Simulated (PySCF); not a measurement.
PySCF input (TPSS/def2-TZVPD):

```python
from pyscf import gto, scf, dft

mol = gto.M(
    atom='''
    C    -0.76620736    0.74042944    0.67423054
    C     0.14821181    0.33594773   -0.16934856
    O     0.52424157   -0.95057406   -0.42524233
    H    -1.20617544    1.65582318    1.02155770
    H     0.72267381    1.03371630   -0.77663788
    H    -0.00245760   -1.54321003    0.12772692
    ''',
    basis='def2-tzvpd',
    charge=0,
    spin=1,
    verbose=4,
)

mf = dft.UKS(mol, xc='tpss').density_fit(auxbasis='def2-universal-jkfit')
mf.grids.level = 3
mf.conv_tol = 1e-9
mf.max_cycle = 100
mf.max_memory = 1500
mf.kernel()
if not mf.converged:
    mf = mf.newton()
    mf.kernel(mf.make_rdm1())
for _ in range(2):
    mo, _, stable, _ = mf.stability(return_status=True)
    if stable:
        break
    mf.kernel(mf.make_rdm1(mo, mf.mo_occ))
mf.analyze()
```

Output:

```
PySCF version 2.14.0

[INPUT] verbose = 4
[INPUT] num. atoms = 6
[INPUT] num. electrons = 23
[INPUT] charge = 0
[INPUT] spin (= nelec alpha-beta = 2S) = 1
[INPUT] symmetry False subgroup None
[INPUT] Mole.unit = angstrom
[INPUT] Symbol           X                Y                Z      unit          X                Y                Z       unit  Magmom
[INPUT]  1 C     -0.766207360000   0.740429440000   0.674230540000 AA   -1.447922065026   1.399208856165   1.274111065418 Bohr   0.0
[INPUT]  2 C      0.148211810000   0.335947730000  -0.169348560000 AA    0.280079729326   0.634849201869  -0.320022397989 Bohr   0.0
[INPUT]  3 O      0.524241570000  -0.950574060000  -0.425242330000 AA    0.990672990412  -1.796324634516  -0.803591540272 Bohr   0.0
[INPUT]  4 H     -1.206175440000   1.655823180000   1.021557700000 AA   -2.279341239777   3.129052320906   1.930464273441 Bohr   0.0
[INPUT]  5 H      0.722673810000   1.033716300000  -0.776637880000 AA    1.365655578296   1.953440697499  -1.467632891163 Bohr   0.0
[INPUT]  6 H     -0.002457600000  -1.543210030000   0.127726920000 AA   -0.004644190924  -2.916244309382   0.241368897534 Bohr   0.0

nuclear repulsion = 63.771730531066
number of shells = 55
number of NR pGTOs = 192
number of NR cGTOs = 141
basis = def2-tzvpd
ecp = {}

******** <class 'pyscf.df.df_jk.DFUKS'> ********
method = DFUKS
initial guess = minao
damping factor = 0
level_shift factor = 0
DIIS = <class 'pyscf.scf.diis.CDIIS'>
diis_start_cycle = 1
diis_space = 8
diis_damp = 0
SCF conv_tol = 1e-09
SCF conv_tol_grad = None
SCF max_cycles = 100
direct_scf = False
number electrons alpha = 12  beta = 11
XC library pyscf.dft.libxc version 7.1.2
    S. Lehtola, C. Steigemann, M. J. T. Oliveira, and M. A. L. Marques,  SoftwareX 7, 1–5 (2018)
XC functionals = tpss
    J. Tao, J. P. Perdew, V. N. Staroverov, and G. E. Scuseria,  Phys. Rev. Lett. 91, 146401 (2003)
    J. P. Perdew, J. Tao, V. N. Staroverov, and G. E. Scuseria,  J. Chem. Phys. 120, 6898 (2004)
    J. Tao, J. P. Perdew, V. N. Staroverov, and G. E. Scuseria,  Phys. Rev. Lett. 91, 146401 (2003)
    J. P. Perdew, J. Tao, V. N. Staroverov, and G. E. Scuseria,  J. Chem. Phys. 120, 6898 (2004)
radial grids:
    Treutler-Ahlrichs [JCP 102, 346 (1995); DOI:10.1063/1.469408] (M4) radial grids

becke partition: Becke, JCP 88, 2547 (1988); DOI:10.1063/1.454033
pruning grids: <function nwchem_prune>
grids dens level: 3
symmetrized grids: False
atomic radii adjust function: <function treutler_atomic_radii_adjust>
small_rho_cutoff = 0
Set gradient conv threshold to 3.16228e-05
tot grids = 71744
init E= -153.456714290393
  alpha nocc = 12  HOMO = -0.231474005115782  LUMO = -0.059438988731543
  beta  nocc = 11  HOMO = -0.289393676677715  LUMO = -0.231474005115778

[...]
  beta  nocc = 11  HOMO = -0.209717375867449  LUMO = -0.12405479172596
  HOMO = -0.209717375867  LUMO = -0.124054791726  gap/eV = 2.33100
Extra cycle  E= -153.212234597462  delta_E= 2.87e-11  |g|= 1.34e-05  |ddm|= 2.53e-05
converged SCF energy = -153.212234597462  <S^2> = 0.76121711  2S+1 = 2.0111858
uhf_internal: lowest eigs of H = [0.56760443 0.59291963 0.59597484]
<class 'pyscf.df.df_jk.DFUKS'> wavefunction is stable in the internal stability analysis
**** SCF Summaries ****
Total Energy =                        -153.212234597462071
Nuclear Repulsion Energy =              63.771730531065970
One-electron Energy =                 -333.573373119887663
Two-electron Energy =                  116.589407991359607
Two-electron Coulomb Energy =          137.126929784860408
DFT Exchange-Correlation Energy =      -20.537521793500801
HOMO-LUMO gap [eV] =                     2.330997644544766
**** MO energy ****
                             alpha | beta                alpha | beta
MO #1   energy= -18.9231355447285  | -18.9225401380495  occ= 1 | 1
MO #2   energy= -10.0505167933322  | -10.0520265554066  occ= 1 | 1
MO #3   energy= -10.0058983557961  | -9.99054138664578  occ= 1 | 1
MO #4   energy= -1.00005318256817  | -0.998336043597238 occ= 1 | 1
MO #5   energy= -0.70659819984667  | -0.689539358014599 occ= 1 | 1
MO #6   energy= -0.572682077724817 | -0.561336200617315 occ= 1 | 1
MO #7   energy= -0.465740560529959 | -0.45678834920097  occ= 1 | 1
MO #8   energy= -0.44158010781495  | -0.430522182702912 occ= 1 | 1
MO #9   energy= -0.354678915046244 | -0.355920046578869 occ= 1 | 1
MO #10  energy= -0.343701393010443 | -0.339092259619719 occ= 1 | 1
MO #11  energy= -0.225472554253355 | -0.209717375867449 occ= 1 | 1
MO #12  energy= -0.221252982030702 | -0.12405479172596  occ= 1 | 0
MO #13  energy= -0.0101500055825368 | 0.000124426255906295 occ= 0 | 0
MO #14  energy= -0.00266893429018045 | 0.00622884053732973 occ= 0 | 0
MO #15  energy= 0.0186290259291525 | 0.0229518752213233 occ= 0 | 0
MO #16  energy= 0.0333828866785276 | 0.0401009909997609 occ= 0 | 0
MO #17  energy= 0.0642175234526547 | 0.0663958803853736 occ= 0 | 0
MO #18  energy= 0.0663587982429688 | 0.0721466815402608 occ= 0 | 0
MO #19  energy= 0.0954738318130402 | 0.100207637521159  occ= 0 | 0
MO #20  energy= 0.10421517605083   | 0.113592747805726  occ= 0 | 0
MO #21  energy= 0.112927439128708  | 0.125231806086122  occ= 0 | 0
MO #22  energy= 0.137407661071087  | 0.140813867566778  occ= 0 | 0
MO #23  energy= 0.152152581431343  | 0.160626623672631  occ= 0 | 0
MO #24  energy= 0.174741769179774  | 0.183061470337436  occ= 0 | 0
MO #25  energy= 0.186763759843974  | 0.195498782774508  occ= 0 | 0
MO #26  energy= 0.206455145693281  | 0.213790309340792  occ= 0 | 0
MO #27  energy= 0.212935741684294  | 0.219928575312733  occ= 0 | 0
MO #28  energy= 0.228038789126491  | 0.233189475999393  occ= 0 | 0
MO #29  energy= 0.23142794268688   | 0.23534067168235   occ= 0 | 0
MO #30  energy= 0.238740405266547  | 0.246548082462427  occ= 0 | 0
MO #31  energy= 0.24067960608085   | 0.249073213138534  occ= 0 | 0
MO #32  energy= 0.261271583024025  | 0.267892073222738  occ= 0 | 0
MO #33  energy= 0.276382624966063  | 0.284180893446113  occ= 0 | 0
MO #34  energy= 0.292107192490267  | 0.298328995197805  occ= 0 | 0
MO #35  energy= 0.3042321071463    | 0.306799686757858  occ= 0 | 0
MO #36  energy= 0.30541012781722   | 0.312851803018007  occ= 0 | 0
MO #37  energy= 0.320795840427615  | 0.324066278653524  occ= 0 | 0
MO #38  energy= 0.34931398910884   | 0.35623350884891   occ= 0 | 0
MO #39  energy= 0.365871524009225  | 0.370418212005862  occ= 0 | 0
MO #40  energy= 0.367576472253054  | 0.371437119434293  occ= 0 | 0
MO #41  energy= 0.398590269748144  | 0.412681509497177  occ= 0 | 0
MO #42  energy= 0.406755836897161  | 0.416802462270157  occ= 0 | 0
MO #43  energy= 0.421358784085248  | 0.425862040684562  occ= 0 | 0
MO #44  energy= 0.426120743427276  | 0.443220474593474  occ= 0 | 0
MO #45  energy= 0.438264603773788  | 0.444116032762256  occ= 0 | 0
MO #46  energy= 0.48104810756255   | 0.486314151210955  occ= 0 | 0
MO #47  energy= 0.497087701629301  | 0.506278914536162  occ= 0 | 0
MO #48  energy= 0.501178035328165  | 0.516602137481334  occ= 0 | 0
MO #49  energy= 0.525370615927023  | 0.527444180617766  occ= 0 | 0
MO #50  energy= 0.536036634589584  | 0.543623512235682  occ= 0 | 0
MO #51  energy= 0.569638466626816  | 0.57408528533109   occ= 0 | 0
MO #52  energy= 0.583892232455948  | 0.594630089321389  occ= 0 | 0
MO #53  energy= 0.601100417830944  | 0.608006746690891  occ= 0 | 0
MO #54  energy= 0.650188804385934  | 0.659332329750935  occ= 0 | 0
MO #55  energy= 0.67219559731138   | 0.683304738214193  occ= 0 | 0
MO #56  energy= 0.682902224430757  | 0.689510141754126  occ= 0 | 0
MO #57  energy= 0.70728649414006   | 0.722116524766298  occ= 0 | 0
MO #58  energy= 0.731302657736916  | 0.734865387810989  occ= 0 | 0
MO #59  energy= 0.748049756905084  | 0.761587587269178  occ= 0 | 0
MO #60  energy= 0.755908930048591  | 0.771334383510496  occ= 0 | 0
MO #61  energy= 0.838085573469328  | 0.84398184796509   occ= 0 | 0
MO #62  energy= 0.85134779232308   | 0.874355193978282  occ= 0 | 0
MO #63  energy= 0.861831849672443  | 0.876321087691218  occ= 0 | 0
MO #64  energy= 0.871897678423697  | 0.884336142891266  occ= 0 | 0
MO #65  energy= 0.9573139072928    | 0.975045194349267  occ= 0 | 0
MO #66  energy= 0.982991961950322  | 0.995041423181938  occ= 0 | 0
MO #67  energy= 1.06538444522275   | 1.07041912750971   occ= 0 | 0
MO #68  energy= 1.08069856016161   | 1.09476261537378   occ= 0 | 0
MO #69  energy= 1.10090264228388   | 1.12075083766712   occ= 0 | 0
MO #70  energy= 1.17791128506813   | 1.18925581358769   occ= 0 | 0
MO #71  energy= 1.24313147913961   | 1.25557181744118   occ= 0 | 0
MO #72  energy= 1.32771920101689   | 1.34363595736986   occ= 0 | 0
MO #73  energy= 1.38085784742215   | 1.3940799316076    occ= 0 | 0
MO #74  energy= 1.44649356107313   | 1.4556480357257    occ= 0 | 0
MO #75  energy= 1.56401047518397   | 1.56590610180116   occ= 0 | 0
MO #76  energy= 1.63306015914442   | 1.66273083045063   occ= 0 | 0
MO #77  energy= 1.67955037969037   | 1.70168360573808   occ= 0 | 0
MO #78  energy= 1.72925270267005   | 1.74613787606883   occ= 0 | 0
MO #79  energy= 1.73498831386511   | 1.74651767977659   occ= 0 | 0
MO #80  energy= 1.78821231670561   | 1.80945648146295   occ= 0 | 0
MO #81  energy= 1.79601782044409   | 1.81193099666714   occ= 0 | 0
MO #82  energy= 1.82949051116539   | 1.84972002098559   occ= 0 | 0
MO #83  energy= 1.87534129654145   | 1.88015933476573   occ= 0 | 0
MO #84  energy= 1.89884803028385   | 1.92406283227257   occ= 0 | 0
MO #85  energy= 2.00239906141806   | 2.01685651943457   occ= 0 | 0
MO #86  energy= 2.05836565759544   | 2.07103078533415   occ= 0 | 0
MO #87  energy= 2.11027440831662   | 2.11975569257155   occ= 0 | 0
MO #88  energy= 2.16478388495179   | 2.17935722041622   occ= 0 | 0
MO #89  energy= 2.18543585434158   | 2.19357424866834   occ= 0 | 0
MO #90  energy= 2.19256843498857   | 2.20123779552678   occ= 0 | 0
MO #91  energy= 2.35377202573421   | 2.3681519795215    occ= 0 | 0
MO #92  energy= 2.41500915785132   | 2.43189874496461   occ= 0 | 0
MO #93  energy= 2.44602343421824   | 2.46127077205086   occ= 0 | 0
MO #94  energy= 2.58239980298956   | 2.59883923790821   occ= 0 | 0
MO #95  energy= 2.58761639475426   | 2.61102924301591   occ= 0 | 0
MO #96  energy= 2.66592712134712   | 2.69122771736107   occ= 0 | 0
MO #97  energy= 2.676327303765     | 2.70332158292999   occ= 0 | 0
MO #98  energy= 2.71349856363005   | 2.74289101816166   occ= 0 | 0
MO #99  energy= 2.7794730292229    | 2.7992904847042    occ= 0 | 0
MO #100 energy= 2.81675576790988   | 2.83784662004812   occ= 0 | 0
MO #101 energy= 2.8363684244119    | 2.86222807419454   occ= 0 | 0
MO #102 energy= 2.86707811427415   | 2.89448140220725   occ= 0 | 0
MO #103 energy= 2.88699595511269   | 2.91917061772988   occ= 0 | 0
MO #104 energy= 2.9603073900923    | 2.98173448284205   occ= 0 | 0
[...]
```

It need not be the lowest isomer of its formula.
